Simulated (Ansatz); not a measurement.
`[NH2][Sn][N]([SiH3])[SiH3]`, relaxed with RKS PBE0-D4/def2-TZVP in the Gaussian-basis code of Ansatz from a GFN2-xTB geometry. The force threshold is 0.005 eV/Å; the program also tests the step.

The species carries charge 0 and has multiplicity 1. Sn: def2 effective core potential.

Start:

```xyz
13

N     2.671   -0.777   -0.021
Sn    1.719    0.667    1.058
N    -0.233    0.407    0.235
Si   -1.561    0.771    1.287
Si   -0.613   -0.211   -1.339
H     2.228   -1.374   -0.707
H     3.653   -1.017    0.014
H    -0.968    1.362    2.507
H    -2.472    1.733    0.665
H    -2.291   -0.446    1.648
H    -1.710    0.569   -1.916
H     0.583   -0.061   -2.173
H    -1.008   -1.621   -1.259
```

(1) How much energy does the relaxation release, and in how many steps? (An estimate is asked.)

(2) Which bonds change most? (Estimate.)

(3) Give the relaxed structure. (Estimate.)

Answers

(1) The calculation gave: 14.47 kJ/mol, in 24 steps, 2 of them rejected.

(2) The calculation gave: Sn2–N3 from 2.134 to 2.082 Å; Si4–H9 from 1.464 to 1.490 Å; Si5–H11 from 1.464 to 1.490 Å; Si5–H12 from 1.466 to 1.491 Å.

(3) Ansatz gave: 
```xyz
13

N     2.591   -0.708   -0.184
Sn    1.584    0.057    1.385
N    -0.245    0.202    0.400
Si   -1.552    0.934    1.258
Si   -0.527   -0.409   -1.189
H     2.265   -0.832   -1.131
H     3.565   -0.957   -0.105
H    -1.057    1.309    2.614
H    -2.052    2.167    0.587
H    -2.712    0.014    1.419
H    -1.894   -0.020   -1.636
H     0.453    0.137   -2.172
H    -0.419   -1.893   -1.247
```
